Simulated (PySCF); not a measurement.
# Shifts of the heteroatoms

Structure with atom numbers: `[SiH3:1]/[N:2]=[CH:3]/[CH2:4][NH:5][SiH3:6]`; H(Xn) means a hydrogen on atom n.

[PySCF: geometry: GFN2-xTB; shielding tensors at PBE0/pcSseg-1 (GIAO); equivalent nuclei averaged; in vacuum; a single conformation; non-relativistic Hamiltonian]

**Question.** Where does $^{29}$Si resonate?

**Answer.** 
```tsv
atoms	environment	σ (ppm)	δ (ppm)
Si6	silicon bonded to N, 3 H	401.7	-50.2
Si1	silicon bonded to N, 3 H	408.1	-55.5
```

Shieldings were converted by a linear fit to measured shifts: $^{29}$Si: δ = 279.94 − 0.822σ (rms 8.9 ppm, 72 shifts, 25.8 ppm with the 6 outliers that the fit left out vs TMS, solution or neat liquid). A few per cent of atoms miss by over 2 rms, more outside the fitted compound classes.

On a 300 MHz spectrometer $^{29}$Si resonates near 59.6 MHz, so 1 ppm is 59.6 Hz.

**Question.** Where does $^{15}$N resonate?

**Answer.** 
| atoms | environment | σ (ppm) | δ (ppm) |
| --- | --- | --- | --- |
| N2 | imine nitrogen | -96.1 | -59.5 |
| N5 | nitrogen bonded to C, Si, H | 251.3 | -379.7 |

Shieldings were converted by a linear fit to measured shifts: $^{15}$N: δ = -148.07 − 0.921σ (rms 6.3 ppm, 71 shifts vs CH3NO2, solution or neat liquid). Occasional misses reach two or three times the rms, and more in compound classes unlike the fitted ones.

On a 600 MHz spectrometer $^{15}$N resonates near 60.8 MHz, so 1 ppm is 60.8 Hz.
